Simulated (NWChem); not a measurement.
System: C$_{4}$H$_{3}$ClO; SMILES Clc1ccco1

NWChem input:

```
start job
memory heap 200 mb stack 900 mb global 1100 mb
geometry units angstroms noautoz
  Cl    -0.030562    -1.943977     0.000000
  C      0.092407    -0.249953     0.000000
  C      1.172985     0.581420     0.000000
  C      0.624473     1.902901     0.000000
  C     -0.728605     1.754247     0.000000
  O     -1.057237     0.441118     0.000000
  H      2.217555     0.282664     0.000000
  H      1.173209     2.842216     0.000000
  H     -1.560718     2.452560     0.000000
end
basis spherical
  Cl library def2-tzvpp
  C library def2-tzvpp
  O library def2-tzvpp
  H library def2-tzvpp
end
dft
  xc hfexch
  iterations 150
  semidirect filesize 400000000
  mulliken
end
task dft gradient
```

Excerpt of the output:

```
             Northwest Computational Chemistry Package (NWChem) 7.3.0
             --------------------------------------------------------

 CS  symmetry detected

                             Geometry "geometry" -> ""
                             -------------------------

 Output coordinates in angstroms (scale by  1.889725989 to convert to a.u.)

  No.       Tag          Charge          X              Y              Z
 ---- ---------------- ---------- -------------- -------------- --------------
    1 Cl                  17.0000    -0.01174791    -1.94394709     0.00000000
    2 C                    6.0000     0.09783556    -0.24900457     0.00000000
    3 C                    6.0000     1.17181255     0.59087836     0.00000000
    4 C                    6.0000     0.61287882     1.90798524     0.00000000
    5 C                    6.0000    -0.73898269     1.74864744     0.00000000
    6 O                    8.0000    -1.05723158     0.43296343     0.00000000
    7 H                    1.0000     2.21870993     0.30038310     0.00000000
    8 H                    1.0000     1.15417773     2.85160559     0.00000000
    9 H                    1.0000    -1.57658595     2.44036551     0.00000000

 Effective nuclear repulsion energy (a.u.)     266.1200658202

      Symmetry information
      --------------------

 Group name             Cs
 Group number              2
 Group order               2
 No. of unique centers     9

  xc_inp: hfexch multiplicative factor not found.

                                 NWChem DFT Module
                                 -----------------

 Summary of "ao basis" -> "ao basis" (spherical)
 ------------------------------------------------------------------------------
       Tag                 Description            Shells   Functions and Types
 ---------------- ------------------------------  ------  ---------------------
 Cl                        def2-tzvpp               14       42   5s5p3d1f
 C                         def2-tzvpp               11       31   5s3p2d1f
 O                         def2-tzvpp               11       31   5s3p2d1f
 H                         def2-tzvpp                6       14   3s2p1d

      Symmetry analysis of basis
      --------------------------

        a'        163
        a"         76

            General Information
            -------------------
          SCF calculation type: DFT
          Wavefunction type:  closed shell.
          No. of atoms     :     9
          No. of electrons :    52
           Alpha electrons :    26
            Beta electrons :    26
          Charge           :     0
          Spin multiplicity:     1
          Use of symmetry is: on ; symmetry adaption is: on
          Maximum number of iterations: 150
          AO basis - number of functions:   239
                     number of shells:    87
          Convergence on energy requested:  1.00D-06
          Convergence on density requested:  1.00D-05
          Convergence on gradient requested:  5.00D-04

              XC Information
              --------------
                     Hartree-Fock (Exact) Exchange  1.000

      Superposition of Atomic Density Guess
      -------------------------------------

 Sum of atomic energies:        -686.44673625

      Non-variational initial energy
      ------------------------------

 Total energy =    -689.992569
 1-e energy   =   -1470.463647
 2-e energy   =     514.351011
 HOMO         =      -0.216719
 LUMO         =       0.035040

      Symmetry analysis of molecular orbitals - initial
      -------------------------------------------------

  Numbering of irreducible representations:

     1 a'          2 a"

  Orbital symmetries:

     1 a'          2 a'          3 a'          4 a'          5 a'
     6 a'          7 a'          8 a'          9 a'         10 a"
    11 a'         12 a'         13 a'         14 a'         15 a'
    16 a'         17 a'         18 a"         19 a'         20 a'
    21 a'         22 a'         23 a"         24 a'         25 a"
    26 a"         27 a"         28 a'         29 a"         30 a'
    31 a'         32 a'         33 a'         34 a'         35 a'
    36 a'

------------------------------------------------------------
EAF file 0: "./job.aoints.0" size=847249408 bytes
------------------------------------------------------------
               write      read    awrite     aread      wait
               -----      ----    ------     -----      ----
     calls:     1616         0         0         0         0
   data(b): 8.47e+08  0.00e+00  0.00e+00  0.00e+00
   time(s): 0.00e+00  0.00e+00  0.00e+00  0.00e+00  0.00e+00
rate(mb/s): 0.00e+00  0.00e+00
------------------------------------------------------------

     ---------------------------------------------
      Total Density - Mulliken Population Analysis
     ---------------------------------------------

[...]

                         DFT ENERGY GRADIENTS

    atom               coordinates                        gradient
                 x          y          z           x          y          z
   1 Cl     -0.022200  -3.673527   0.000000   -0.000097  -0.001972   0.000000
   2 C       0.184882  -0.470550   0.000000   -0.012704  -0.024239   0.000000
   3 C       2.214405   1.116598   0.000000    0.010538   0.024779   0.000000
   4 C       1.158173   3.605569   0.000000    0.021633  -0.011153   0.000000
   5 C      -1.396475   3.304465   0.000000   -0.014041  -0.004412   0.000000
   6 O      -1.997878   0.818182   0.000000   -0.015130  -0.001309   0.000000
   7 H       4.192754   0.567642   0.000000    0.014245  -0.003455   0.000000
   8 H       2.181080   5.388753   0.000000    0.008043   0.012436   0.000000
   9 H      -2.979315   4.611622   0.000000   -0.012488   0.009325   0.000000
```

Level: Hartree-Fock/def2-TZVPP. Structure relaxed at the PBE0/def2-SVP level.
